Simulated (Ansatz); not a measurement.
One change: `[AlH2]/[CH]=C/Cl` becomes `O/C=C\Cl`.

Ansatz, PBE0-D4/def2-TZVP geometries, multiplicity 1. Each molecule was computed in one conformer, which needn't be the lowest.

```tsv
property	`[AlH2]/[CH]=C/Cl`
HOMO energy (PBE/def2-TZVPP) / eV	-6.68
HOMO energy (B3LYP/def2-TZVPP) / eV	-7.53
LUMO energy (PBE/def2-TZVPP) / eV	-2.66
size of the dipole moment (PBE/def2-TZVPP) / D	0.44
HOMO–LUMO gap (PBE/def2-TZVPP) / eV	4.01
HOMO–LUMO gap (B3LYP/def2-TZVPP) / eV	5.46
```

(1) What does the change do to each property? (Estimate.)

Results:

(1) Ansatz gave: 
```tsv
property	`O/C=C\Cl`	shift
HOMO energy (PBE/def2-TZVPP) / eV	-5.58	1.10
HOMO energy (B3LYP/def2-TZVPP) / eV	-6.59	0.94
LUMO energy (PBE/def2-TZVPP) / eV	-0.56	2.10
size of the dipole moment (PBE/def2-TZVPP) / D	0.59	0.15
HOMO–LUMO gap (PBE/def2-TZVPP) / eV	5.02	1.01
HOMO–LUMO gap (B3LYP/def2-TZVPP) / eV	6.77	1.31
```

With PBE0 the HOMO rises by 0.98 eV and the LUMO rises by 2.30 eV, so the gap widens by about 1.32 eV. PBE moves the HOMO by 1.10 eV and ωB97M-V by 0.92 eV. The zero-point energy changes by 5.9 kJ/mol with -3 modes. Dipoles are sizes alone; their direction can turn.

B3LYP here is the variant with VWN-RPA as its local correlation; programs differ in this.
